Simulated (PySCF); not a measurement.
Field gradients at the hydrogen positions

Compound: C4H6F4.
Z-matrix (Å and degrees, GFN2-xTB geometry), rows numbered from 1:
```
C 
C   1  1.5185
F   2  1.3825  1  108.79
C   2  1.5341  1  113.98  3  -118.88
C   4  1.5143  2  112.96  1   -73.08
F   5  1.3416  4  112.66  2   -50.59
F   5  1.3413  4  113.18  2    70.06
F   5  1.3406  4  111.42  2  -170.27
H   1  1.0870  2  109.27  3   -54.55
H   1  1.0874  2  110.30  3    64.75
H   1  1.0852  2  110.44  3  -174.32
H   2  1.0980  1  111.15  3   115.84
H   4  1.0928  2  108.83  1   167.60
H   4  1.0921  2  110.34  1    48.34
```

Level: PBE0/pcSseg-1 (PySCF, non-relativistic); Q(2H) = 0.00286 b; rigid geometry, the same for H and D, with no vibrational averaging.

Question: Rank these positions by the coupling χzz of a deuteron there, largest first.
A. H9 (methyl hydrogen)
B. H13 (methylene hydrogen)
C. H12 (methine hydrogen)

Answer: A (211 kHz), B (198 kHz), C (186 kHz).

Question: Tabulate Vzz, the asymmetry η and χzz = 234.96 MHz × Q × Vzz for every hydrogen position.

Answer: 
```csv
atom,bonded to,bond length (Å),Vzz (au),η,χzz (kHz)
H9,C1,1.087,0.3139,0.03,211
H10,C1,1.087,0.3128,0.04,210
H11,C1,1.085,0.3135,0.04,211
H12,C2,1.098,0.2767,0.06,186
H13,C4,1.093,0.2951,0.03,198
H14,C4,1.092,0.2968,0.03,199
```

Question: How does χzz go with the bond length over the 6 C–H bonds?

Answer: A straight-line fit has a slope of -20.7 kHz for each 0.01 Å, with a correlation coefficient of -0.99, over lengths from 1.085 to 1.098 Å. The longer bonds have the smaller couplings here.

Question: Give the 2H NMR doublet splittings at H11 for a magnetic field along the z, y and x axes of the gradient: 3χ/2, 3χ(1 + η)/4, 3χ(1 − η)/4.

Answer: With |χ| = 210.7 kHz and η = 0.040: 316, 164 and 152 kHz, to first order and without motion.

One conformer (not necessarily the lowest) at the GFN2-xTB geometry, without solvent, vibrations or thermal averaging. GFN2-xTB bond lengths can be off by several hundredths of an ångström, more for odd bonds, and the gradients follow them. The basis is small and wasn't made for field gradients, so the couplings can be 20 % off.

These values come from a run that also computed NMR shieldings. The run took 74 s wall, 65 s CPU (with the writing of density and orbital grids) on Intel Xeon at 2.50 GHz, one thread, shared host, and the process peaked at 0.73 GiB of memory.
